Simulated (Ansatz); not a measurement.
These are frozen-core CCSD(T)/cc-pVTZ // B3LYP-D3(BJ)/def2-TZVP in Ansatz (a first-principles code) values and carry that method's errors. The geometry is that of the parent before the electron was removed.

Ansatz 0.2 input:
```yaml
crystal:
  periodic: [false, false, false]
  atoms:
    - { symbol: F, position_ang: [-0.902724, 1.24781, -0.056991] }
    - { symbol: C, position_ang: [-0.473193, -0.068952, 0.030933] }
    - { symbol: S, position_ang: [1.134463, -0.335488, -0.736438] }
    - { symbol: H, position_ang: [-0.450121, -0.341622, 1.08399] }
    - { symbol: H, position_ang: [-1.1813, -0.695665, -0.510529] }
    - { symbol: H, position_ang: [1.868288, 0.210445, 0.247644] }
basis:
  gaussian: { orbitals: cc-pVTZ }
correlation:
  method: ccsd_t
total_charge: 1
magnetization:
  spin_polarized: true
  initial_magnetization: 1
```

Output:

```
Functional definition: HF
787 factors; integrals over basis functions are off by at most 1.1e-3 eV
mean field evaluation 1: about -14588.7773 eV, gradient 3.5e1 eV
mean field evaluation 2: about -14588.7826 eV, gradient 3.5e1 eV
mean field evaluation 4: about -14593.5699 eV, gradient 3.0e0 eV
mean field evaluation 8: about -14593.6797 eV, gradient 2.7e-1 eV
mean field evaluation 16: about -14592.0091 eV, gradient 2.4e1 eV
mean field evaluation 32: about -14590.8389 eV, gradient 3.2e0 eV
mean field evaluation 64: about -14591.1630 eV, gradient 2.4e-1 eV
mean field -14593.68393135 eV, -536.3079925230 hartree, gradient 1.4e-6 eV, S^2 0.766319; 1 other end points of the search recorded, 0 dependent functions left out
determinant -14593.68393135 eV, -536.3079925230 hartree, with singles and doubles -14609.94667398 eV, -536.9056372912 hartree
determinant -14591.16651150 eV, -536.2154790497 hartree, with singles and doubles -14607.74269631 eV, -536.8246426056 hartree
7 core orbitals not correlated
reference -14593.68393135 eV, -536.3079925230 hartree; 10, 9 occupied and 119, 120 virtual orbitals, 787 factors
second order -15.28144861 eV of doubles, -0.00000000 eV of singles
cycle   1  -16.13278856 eV  change    -1.5e0 eV  update   2.2e-2
cycle   2  -16.16880064 eV  change   -3.6e-2 eV  update   4.8e-3
cycle   3  -16.16795532 eV  change    8.5e-4 eV  update   2.2e-3
cycle   4  -16.16858919 eV  change   -6.3e-4 eV  update   1.0e-3
cycle   5  -16.16885584 eV  change   -2.7e-4 eV  update   6.8e-4
cycle   6  -16.16911160 eV  change   -2.6e-4 eV  update   4.3e-4
cycle   7  -16.16923406 eV  change   -1.2e-4 eV  update   2.2e-4
cycle   8  -16.16924629 eV  change   -1.2e-5 eV  update   1.1e-4
cycle   9  -16.16917870 eV  change    6.8e-5 eV  update   5.5e-5
cycle  10  -16.16915657 eV  change    2.2e-5 eV  update   2.9e-5
cycle  11  -16.16916705 eV  change   -1.0e-5 eV  update   2.0e-5
perturbative correction -0.57926813 eV, -0.0212877113 hartree
Total energy: -14610.43236654 eV, -536.9234861636 hartree
```

Cost: very roughly 70 core-seconds.
